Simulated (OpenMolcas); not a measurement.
Ti3+ among 4 point charges of -2 e arranged as a tetrahedron (Td).

| Property | Result |
| --- | --- |
| Program | OpenMolcas |
| Method | CASSCF |
| Basis | ANO-RCC-VTZP [6s5p3d2f1g] |
| Scalar Hamiltonian | DKH2, point nucleus |
| Active space | 1 electron in 5 orbitals (3d) |
| State averaging | 2S+1 = 2 even, 5 roots |
| Spin-orbit coupling | RASSI with atomic mean-field integrals over the reference wave functions |

All point charges move together. At R = 1.92 Å |10Dq| is 2705 cm-1, and at R = 2.25 Å it is 1450 cm-1.

Question: A third run gives 2245 cm-1. What distance was it run at?

Answer: With a power law R^-n the two known points give n = -ln(1450 / 2705) / ln(2.25 / 1.92) = 3.93. Then R = 1.92 × (2705 / 2245)^(1/3.93) = 2.013 Å. The run was at 2.02 Å, so the estimate is off by -0.007 Å.

An orbital doublet at a regular site is open to a Jahn-Teller distortion, which this geometry leaves out. The ground term spreads over less than 5000 cm-1, several times less than with real ligands, so orbital moments are less quenched and χT lies further from the spin-only value than at real sites. Point charges carry no covalency, so the field is a model and not that of real ligands. No measured value stands beside these numbers.
